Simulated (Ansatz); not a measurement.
Frontier orbitals of C₉H₂₁P, SMILES `CP(C(C)(C)C)C(C)(C)C`.

The species carries charge 0 and has multiplicity 1. The geometry is a stationary point of PBE0-D4/def2-TZVP. Basis def2-TZVPP, the Gaussian-basis code of Ansatz.

```tsv
functional	HOMO (eV)	LUMO (eV)	gap (eV)
PBE	-4.93	0.17	5.10
revPBE	-4.87	0.30	5.17
PBE0	-6.01	0.97	6.98
B3LYP	-5.83	0.67	6.50
BHLYP	-7.01	1.61	8.62
CAM-B3LYP	-7.31	1.77	9.08
ωB97M-V	-8.19	2.41	10.60
```

Against PBE, PBE0 changes HOMO and LUMO by −1.08 and +0.80 eV, ωB97M-V by −3.25 and +2.23 eV. A gap of 5.11 eV thus becomes 10.60 eV for the same molecule, so an orbital gap means little without its functional. A positive LUMO is unbound and depends on the basis.

B3LYP here is the variant with VWN-RPA as its local correlation; programs differ in this.
